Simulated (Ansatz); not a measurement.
Ansatz (an electronic-structure program) input (MP2/LANL2DZ): The .json file is the Basis Set Exchange's LANL2DZ.

Ansatz 0.2 input:
```yaml
crystal:
  periodic: [false, false, false]
  atoms:
    - {symbol: C, position_ang: [0.03298800, 0.00617600, -0.64515000]}
    - {symbol: N, position_ang: [-0.03068400, -0.00588800, 0.58046400]}
    - {symbol: H, position_ang: [0.91618900, 0.29402200, -1.22721300]}
    - {symbol: H, position_ang: [-0.89932600, -0.28985600, 1.03486900]}
basis:
  gaussian:
    orbitals: LANL2DZ.json
magnetization: {spin_polarized: true, initial_magnetization: 1}
correlation: {method: mp2, electrons: outside_noble_gas}
```

Output:

```
Functional definition: HF
integrals: 0.00 GiB planned
291 factors; integrals over basis functions are off by at most 5.6e-4 eV
mean field: 0.05 GiB planned
mean field evaluation 1: about -2539.3225 eV, gradient 1.5e1 eV
mean field evaluation 2: about -2539.3295 eV, gradient 1.5e1 eV
mean field evaluation 4: about -2540.4681 eV, gradient 2.4e0 eV
mean field evaluation 8: about -2540.5753 eV, gradient 4.0e-1 eV
mean field evaluation 16: about -2540.6135 eV, gradient 8.2e-6 eV
mean field -2540.61346521 eV, -93.3658227569 hartree, gradient 8.2e-6 eV, S^2 0.860707; 2 other end points of the search recorded, 0 dependent functions left out
2 core orbitals not correlated
reference -2540.61346521 eV, -93.3658227569 hartree; 6, 5 occupied and 14, 15 virtual orbitals, 291 factors
second order -4.69292856 eV of doubles, -0.00000000 eV of singles
Total energy: -2545.30639377 eV, -93.5382847003 hartree
```

The geometry given is a B3LYP-D3(BJ)/def2-TZVP minimum.

The determinant is spin-contaminated: <S^2> is 0.86 against 0.75 for a pure state.
